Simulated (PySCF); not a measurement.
# Rotational lines of CaO

Lines J+1 ← J of the vibrational ground state, computed from r²SCAN constants of CaO, ¹Σ⁺ (singlet), closed shell (Ca def2-SVP, O def2-SVP; no relativity (PySCF 2.14); masses 39.9626 and 15.9949 u), in MHz:

```json
{"J": "5", "ν (MHz)": "160706.2"}
{"J": "6", "ν (MHz)": "187484.5"}
{"J": "7", "ν (MHz)": "214260.0"}
{"J": "8", "ν (MHz)": "241032.3"}
{"J": "9", "ν (MHz)": "267801.0"}
```

Q: Find B0 and the effective bond length r0; with αe = 0.00257 cm⁻¹, find Re.

A: ν = 2B0(J+1) − 4D(J+1)³ gives B0 = 0.44676 cm⁻¹. With the reduced mass μred = 11.423 u, r0 = √(16.8576/(μred·B0)) (u, cm⁻¹, Å) = 1.8175 Å. Be = B0 + αe/2 = 0.44804 cm⁻¹ gives Re = 1.815 Å.
